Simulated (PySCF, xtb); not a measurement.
W(S)2(Cl)(NH2) (ClH2NS2W), SMILES [Cl][W](=[S])(=[S])[NH2], multiplicity 1. Other conformers were not sampled.

Harmonic wavenumbers (cm⁻¹) from GFN2-xTB (xtb) at its own minimum, in rising order: 112, 123, 138, 147, 165, 289, 346, 493, 495, 516, 540, 579, 1440, 3257, 3274.

Q: What does PBE-D3(BJ)/def2-SVP run with PySCF 2.14.0 give at its own minimum? (The exact figures need the calculation; the answer reports its results.)

A: 131, 131, 167, 174, 201, 372, 388, 516, 529, 530, 648, 703, 1446, 3456, 3558. Paired by order, the mean absolute difference is 69 cm⁻¹ and the zero-point energies are 17.0 and 18.5 kcal/mol.
